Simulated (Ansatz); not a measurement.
A search over several starts for the lowest SCF solution of NbO4H2, that is [NbO2(OH)2]- with one electron fewer at the given spin, in a small basis.

```yaml
crystal:
  periodic: [false, false, false]
  atoms:
    - {symbol: Nb, position_ang: [0.205756, 0.093492, 0.406128]}
    - {symbol: O, position_ang: [0.329675, 0.427883, 2.135091]}
    - {symbol: O, position_ang: [1.803335, 0.087074, -0.348265]}
    - {symbol: O, position_ang: [-0.906037, 1.496774, -0.476040]}
    - {symbol: H, position_ang: [-0.572536, 1.854312, -1.305223]}
    - {symbol: O, position_ang: [-0.636324, -1.693506, 0.121536]}
    - {symbol: H, position_ang: [-0.223878, -2.266038, -0.533218]}
basis:
  gaussian: {orbitals: def2-SVP}
magnetization: {spin_polarized: true, initial_magnetization: 1}
hamiltonian: {xc: pbe0, dispersion: d4}
output: {orbitals: {seedname: orbitals}}
```

```sh
$ ansatz run in.yaml --threads 4 --pin off --events-out ev --progress --plain --max-ram 3916MiB
```

Shortened log:

```
Functional definition: PBE0
941 factors; integrals over basis functions are off by at most 1.1e-3 eV
mean field evaluation 1: about -9744.1916 eV, gradient 6.2e1 eV
mean field evaluation 2: about -9647.4527 eV, gradient 1.7e2 eV
mean field evaluation 4: about -9757.9496 eV, gradient 1.3e1 eV
mean field evaluation 8: about -9758.5724 eV, gradient 6.5e-1 eV
mean field evaluation 16: about -9758.7407 eV, gradient 1.9e-2 eV
mean field evaluation 32: about -9758.7407 eV, gradient 6.4e-5 eV
mean field -9758.74073894 eV, -358.6271074438 hartree, gradient 3.0e-5 eV, S^2 0.794736; 6 other end points of the search recorded, 0 dependent functions left out
reference -9758.74079545 eV, -358.6271095207 hartree; 24, 23 occupied and 73, 74 virtual orbitals, 941 factors
Total energy: -9758.86554556 eV, -358.6316940028 hartree
```

It took 4.8 s on 4 threads of Arm Neoverse V2 on a shared host.

In the def2 sets Nb takes a core potential; there is no spin–orbit coupling.
